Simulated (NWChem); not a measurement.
Everything below was run with NWChem. System: H2B, charge 0, spin multiplicity 2, displaced from the optimised geometry. The structure started from a generated list of species. Its SCF solution wasn't tested for a lower state. Level: UB3LYP/def2-SVP, VWN1-RPA local correlation.

The NWChem input:

```
start mol
memory heap 200 mb stack 900 mb global 1100 mb
geometry units angstroms nocenter noautoz
  B      0.000000     0.000000    -0.151428
  H      1.118471     0.000000     0.378569
  H     -1.118471     0.000000     0.378569
  symmetry group C2v
end
basis spherical
  * library def2-svp
end
dft
  xc b3lyp
  odft
  mult 2
  semidirect memsize 60000000 filesize 0
  iterations 100
  tolerances tight
end
task dft gradient
```

NWChem printed:

```
             Northwest Computational Chemistry Package (NWChem) 7.3.0
             --------------------------------------------------------

                                NWChem Input Module
                                -------------------

 Scaling coordinates for geometry "geometry" by  1.889725989
 (inverse scale =  0.529177249)

 Turning off AUTOSYM since
 SYMMETRY directive was detected!

                             Geometry "geometry" -> ""
                             -------------------------

 Output coordinates in angstroms (scale by  1.889725989 to convert to a.u.)

  No.       Tag          Charge          X              Y              Z
 ---- ---------------- ---------- -------------- -------------- --------------
    1 B                    5.0000     0.00000000     0.00000000    -0.15142800
    2 H                    1.0000     1.11847100     0.00000000     0.37856900
    3 H                    1.0000    -1.11847100     0.00000000     0.37856900

 Effective nuclear repulsion energy (a.u.)       4.5120894027

            Nuclear Dipole moment (a.u.)
            ----------------------------
        X                 Y               Z
 ---------------- ---------------- ----------------
     0.0000000000     0.0000000000    -0.0000037795

      Symmetry information
      --------------------

 Group name             C2v
 Group number             16
 Group order               4
 No. of unique centers     2

      Symmetry unique atoms

     1    2


 Summary of "ao basis" -> "" (spherical)
 ------------------------------------------------------------------------------
       Tag                 Description            Shells   Functions and Types
 ---------------- ------------------------------  ------  ---------------------
 *                          def2-svp                  on all atoms

                                 NWChem DFT Module
                                 -----------------

 Summary of "ao basis" -> "ao basis" (spherical)
 ------------------------------------------------------------------------------
       Tag                 Description            Shells   Functions and Types
[...]
     2   0 0 2     -6.985590     -6.091288     -2.327303      1.433001

            General Information
            -------------------
          SCF calculation type: DFT
          Wavefunction type:  spin polarized.
          No. of atoms     :     3
          No. of electrons :     7
           Alpha electrons :     4
            Beta electrons :     3
          Charge           :     0
          Spin multiplicity:     2
          Use of symmetry is: on ; symmetry adaption is: on
          Maximum number of iterations: 100
          AO basis - number of functions:    24
                     number of shells:    12
          Convergence on energy requested:  1.00D-06
          Convergence on density requested:  1.00D-05
          Convergence on gradient requested:  5.00D-04

              XC Information
              --------------
                         B3LYP Method XC Potential
                     Hartree-Fock (Exact) Exchange  0.200
                        Slater Exchange Functional  0.800 local
                    Becke 1988 Exchange Functional  0.720 non-local
              Lee-Yang-Parr Correlation Functional  0.810
                  VWN I RPA Correlation Functional  0.190 local

             Grid Information
             ----------------
          Grid used for XC integration:  medium
          Radial quadrature: Mura-Knowles
          Angular quadrature: Lebedev.
          Tag              B.-S. Rad. Rad. Pts. Rad. Cut. Ang. Pts.
          ---              ---------- --------- --------- ---------
          B                   0.85       49           7.0       434
          H                   0.35       45           8.0       434
          Grid pruning is: on
          Number of quadrature shells:    94
          Spatial weights used:  Erf1

          Convergence Information
          -----------------------
          Convergence aids based upon iterative change in
          total energy or number of iterations.
          Levelshifting, if invoked, occurs when the
          HOMO/LUMO gap drops below (HL_TOL):  1.00D-02
          DIIS, if invoked, will attempt to extrapolate
          using up to (NFOCK): 10 stored Fock matrices.

                    Damping( 0%)  Levelshifting(0.5)       DIIS
                  --------------- ------------------- ---------------
          dE  on:    start            ASAP                start
          dE off:    2 iters        100 iters           100 iters

      Screening Tolerance Information
      -------------------------------
          Density screening/tol_rho:  1.00D-10
          AO Gaussian exp screening on grid/accAOfunc:  14
          CD Gaussian exp screening on grid/accCDfunc:  20
          XC Gaussian exp screening on grid/accXCfunc:  20
          Schwarz screening/accCoul:  1.00D-08

                            NWChem DFT Gradient Module
                            --------------------------

  charge          =   0.00
  wavefunction    = open shell

  Using symmetry

                         DFT ENERGY GRADIENTS

    atom               coordinates                        gradient
                 x          y          z           x          y          z
   1 B       0.000000   0.000000  -0.286157    0.000000   0.000000  -0.011343
   2 H       2.113604   0.000000   0.715392    0.013741   0.000000   0.005671
   3 H      -2.113604   0.000000   0.715392   -0.013741   0.000000   0.005671

                 ----------------------------------------
                 |  Time  |  1-e(secs)   |  2-e(secs)   |
                 ----------------------------------------
                 |  CPU   |       0.00   |       0.02   |
                 ----------------------------------------
                 |  WALL  |       0.00   |       0.02   |
                 ----------------------------------------

 Task  times  cpu:        0.2s     wall:        0.2s

 Total times  cpu:        0.2s     wall:        0.2s
```
